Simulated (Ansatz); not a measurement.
Ansatz (an electronic-structure program) job for MoCl4H2, SMILES [Cl][MoH2]([Cl])([Cl])[Cl], multiplicity 1, PBE-D3(BJ)/def2-SVP. 

Ansatz 0.2 input:
```yaml
crystal:
  periodic: [false, false, false]
  atoms:
    - {symbol: Mo, position_ang: [-0.00000000, -0.00000000, -0.08848675]}
    - {symbol: Cl, position_ang: [0.00000000, 2.23882800, -0.48230437]}
    - {symbol: Cl, position_ang: [2.18735758, -0.00000001, 0.68111061]}
    - {symbol: Cl, position_ang: [-2.18735758, 0.00000000, 0.68111061]}
    - {symbol: Cl, position_ang: [-0.00000001, -2.23882799, -0.48230437]}
    - {symbol: H, position_ang: [0.80388109, 0.00000000, -1.52148433]}
    - {symbol: H, position_ang: [-0.80388108, -0.00000000, -1.52148433]}
basis:
  gaussian:
    orbitals: def2-SVP
hamiltonian:
  xc: pbe
  dispersion: d3bj
relax: {f_tol: 0.002, max_steps: 200}
```

Log of the run:

```
Functional definition: PBE
integrals: 0.07 GiB planned
1199 factors; their error is unknown
mean field: 0.34 GiB planned
mean field evaluation 1: about -51945.7692 eV, gradient 2.3e1 eV
mean field evaluation 2: about -51943.3514 eV, gradient 3.7e1 eV
mean field evaluation 4: about -51947.1301 eV, gradient 7.6e0 eV
mean field evaluation 8: about -51947.2634 eV, gradient 2.0e-1 eV
mean field evaluation 16: about -51947.2032 eV, gradient 7.2e-4 eV
mean field evaluation 32: about -51942.4093 eV, gradient 6.5e-3 eV
mean field -51947.20316226 eV, -1909.0245051340 hartree, gradient 3.3e-5 eV, S^2 0.000000; 6 other end points of the search recorded, 0 dependent functions left out
the calculation of the forces begins
reference -51947.20323261 eV, -1909.0245077194 hartree; 42, 42 occupied and 71, 71 virtual orbitals, 1199 factors
relax step   1: F+E_penalty+E_count = -51947.53304344 eV  Δ(F+E_penalty+E_count) = +0.000e0 eV  max|allowed force component| = 4.288e-1 eV/Å  Δτ_max = 0.0000 Å  (171 SCF iters, accepted)
these checks for a lower state are left out or cut short: starts, cluster_reference, orbital_swaps, neighbouring_geometries, increment
integrals: 0.07 GiB planned
1199 factors; their error is unknown
mean field: 0.34 GiB planned
mean field evaluation 64: about -51947.2057 eV, gradient 2.6e-5 eV
mean field -51947.20573141 eV, -1909.0245995487 hartree, gradient 2.4e-5 eV, S^2 0.000000; 0 other end points of the search recorded, 0 dependent functions left out
the calculation of the forces begins
reference -51947.20580180 eV, -1909.0246021356 hartree; 42, 42 occupied and 71, 71 virtual orbitals, 1199 factors
relax step   2: F+E_penalty+E_count = -51947.53548415 eV  Δ(F+E_penalty+E_count) = -2.441e-3 eV  max|allowed force component| = 1.012e-1 eV/Å  Δτ_max = 0.0291 Å  (34 SCF iters, accepted)
these checks for a lower state are left out or cut short: starts, cluster_reference, orbital_swaps, neighbouring_geometries, increment
integrals: 0.07 GiB planned
1199 factors; their error is unknown
mean field: 0.34 GiB planned
mean field -51947.20677543 eV, -1909.0246379157 hartree, gradient 2.1e-5 eV, S^2 0.000000; 0 other end points of the search recorded, 0 dependent functions left out
the calculation of the forces begins
reference -51947.20684582 eV, -1909.0246405025 hartree; 42, 42 occupied and 71, 71 virtual orbitals, 1199 factors
relax step   3: F+E_penalty+E_count = -51947.53659973 eV  Δ(F+E_penalty+E_count) = -1.116e-3 eV  max|allowed force component| = 2.704e-2 eV/Å  Δτ_max = 0.0164 Å  (34 SCF iters, accepted)
these checks for a lower state are left out or cut short: starts, cluster_reference, orbital_swaps, neighbouring_geometries, increment
integrals: 0.07 GiB planned
1199 factors; their error is unknown
mean field: 0.34 GiB planned
mean field -51947.20682811 eV, -1909.0246398517 hartree, gradient 1.1e-5 eV, S^2 0.000000; 0 other end points of the search recorded, 0 dependent functions left out
the calculation of the forces begins
reference -51947.20689851 eV, -1909.0246424388 hartree; 42, 42 occupied and 71, 71 virtual orbitals, 1199 factors
relax step   4: F+E_penalty+E_count = -51947.53663246 eV  Δ(F+E_penalty+E_count) = -3.273e-5 eV  max|allowed force component| = 3.181e-3 eV/Å  Δτ_max = 0.0017 Å  (27 SCF iters, accepted)
these checks for a lower state are left out or cut short: starts, cluster_reference, orbital_swaps, neighbouring_geometries, increment
integrals: 0.07 GiB planned
1199 factors; their error is unknown
mean field: 0.34 GiB planned
mean field -51947.20682966 eV, -1909.0246399084 hartree, gradient 6.3e-5 eV, S^2 0.000000; 0 other end points of the search recorded, 0 dependent functions left out
the calculation of the forces begins
reference -51947.20690006 eV, -1909.0246424957 hartree; 42, 42 occupied and 71, 71 virtual orbitals, 1199 factors
relax step   5: F+E_penalty+E_count = -51947.53663557 eV  Δ(F+E_penalty+E_count) = -3.108e-6 eV  max|allowed force component| = 1.965e-3 eV/Å  Δτ_max = 0.0009 Å  (22 SCF iters, accepted)
integrals: 0.07 GiB planned
1199 factors; their error is unknown
mean field: 0.34 GiB planned
mean field evaluation 96: about -51947.2068 eV, gradient 1.0e-1 eV
mean field evaluation 128: about -51944.8864 eV, gradient 8.1e0 eV
mean field -51947.20682966 eV, -1909.0246399084 hartree, gradient 6.3e-5 eV, S^2 0.000000; 7 other end points of the search recorded, 0 dependent functions left out
the calculation of the forces begins
reference -51947.20690006 eV, -1909.0246424957 hartree; 42, 42 occupied and 71, 71 virtual orbitals, 1199 factors
Total energy: -51947.53670597 eV, -1909.0367626395 hartree
Atom 0 at     0.000000    -0.000000    -0.081693 Å, force     0.000000     0.000000     0.001965 eV/Å
Atom 1 at    -0.000000     2.236818    -0.487085 Å, force    -0.000000    -0.000122    -0.000371 eV/Å
Atom 2 at     2.187316    -0.000000     0.682844 Å, force    -0.001152    -0.000000     0.000049 eV/Å
Atom 3 at    -2.187316    -0.000000     0.682844 Å, force     0.001152     0.000000     0.000049 eV/Å
Atom 4 at    -0.000000    -2.236818    -0.487085 Å, force    -0.000000     0.000122    -0.000371 eV/Å
Atom 5 at     0.819048     0.000000    -1.521833 Å, force     0.000085    -0.000000    -0.000660 eV/Å
Atom 6 at    -0.819048     0.000000    -1.521833 Å, force    -0.000085     0.000000    -0.000660 eV/Å
Dipole moment:     0.000000     0.000000    -0.004839 e Å
```

The calculation finished and met its thresholds.
